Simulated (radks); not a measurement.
Values are calculated unless marked as measured or tabulated.
Removal energies from the indium ion In11+, [Kr] 4d2, by Delta-SCF beside the eigenvalue of the level emptied. Code: a radial shooting solver on a logarithmic mesh with Libxc functionals. Model: scalar-relativistic Kohn-Sham, PBEsol, spin-polarised, spherical densities, finite nucleus; Fermi nuclear charge, rms radius of each element as measured or else 0.836 A^(1/3) + 0.57 fm. Open shells are filled with parallel spins first.

removed from    final configuration  Delta-SCF (eV)  -eigenvalue (eV)
4d                         [Kr] 4d1          225.98            214.20
4p            [Ar] 3d10 4s2 4p5 4d2          291.66            279.29
4s            [Ar] 3d10 4s1 4p6 4d2          337.12            324.19
3d             [Ar] 3d9 4s2 4p6 4d2          686.22            658.35
